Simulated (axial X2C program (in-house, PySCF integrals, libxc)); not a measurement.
# AgB⁻ along the bond: PW91, with spin–orbit coupling

Calculated with an axial X2C code built on PySCF integrals. Two-component (2c) means X2C with spin–orbit coupling and atomic mean-field two-electron Coulomb and Gaunt terms. Basis: Ag dyall-acv3z [13s13p9d5f3g], B dyall-av3z [8s7p3d2f] (cores contracted in-house); Gaussian nuclei, density fitting, unrestricted open shells. Masses: Ag 106.905 u, B 11.009 u.

State: Ω = 1/2 (⟨Sz⟩ = -0.50, ⟨Lz⟩ = 1.00 at PW91). Dipoles are positive if B is the positive end and refer to the centre of mass.

```tsv
R (Å)	μ (D)	HOMO (eV)	LUMO (eV)
1.912	-3.279	1.26	1.31
1.975	-3.491	1.26	1.31
2.038	-3.685	1.27	1.31
2.101	-3.860	1.26	1.30
2.175	-4.043	1.26	1.29
2.248	-4.204	1.26	1.29
2.343	-4.378	1.25	1.27
```

The minimum lies at 2.056 Å. What is the dipole moment there?

At PW91, 2c, with the sign and origin stated: μ = -3.74 D.

One determinant describes the state; a PBE0 search over occupations chose it and may have missed a lower one. Density functionals use the spin component along the axis (collinear). The functionals have no current-density term, which raises determinants with orbital currents, atoms included. The highest occupied level of some functionals is positive through self-interaction error; at Hartree–Fock it is bound. The LUMO of an anion is an unbound level whose energy the basis sets.
